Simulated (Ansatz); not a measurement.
The same ligand exchange along the group B, Al, Ga, In.

Program: Ansatz. Geometries: PBE0-D4/def2-TZVP. ΔE: electronic, gas phase. CCSD(T)/CBS adds triple-zeta CCSD(T) − MP2 to the extrapolated MP2 energy (def2 sets, frozen cores). This one scheme is used for every species. DFT in def2-TZVPP. def2 core potentials past Kr. For Ga, In outer-core shells are correlated without core-valence functions, which leaves a few kJ/mol of doubt a bond. Scalar relativity is left out up to krypton. Each species was taken in one conformer, which may not be the lowest.

```json
{"reaction": "`B[SiH2]N` + NH₃ → `BN` + `N[SiH3]`", "CCSD(T)/CBS(def2) (kJ/mol)": "-168"}
{"reaction": "`N[SiH2][AlH2]` + NH₃ → `[NH2][AlH2]` + `N[SiH3]`", "CCSD(T)/CBS(def2) (kJ/mol)": "-106"}
{"reaction": "`N[SiH2][GaH2]` + NH₃ → `[NH2][GaH2]` + `N[SiH3]`", "CCSD(T)/CBS(def2) (kJ/mol)": "?"}
{"reaction": "`N[SiH2][InH2]` + NH₃ → `[NH2][InH2]` + `N[SiH3]`", "CCSD(T)/CBS(def2) (kJ/mol)": "-3"}
```

(1) Fill in the missing values. (Best estimate.)

Largest T1 diagnostic: 0.016, for `[NH2][InH2]`.

Results:

(1) The calculation gave: `N[SiH2][GaH2]` + NH₃ → `[NH2][GaH2]` + `N[SiH3]`: -47.8 kJ/mol.
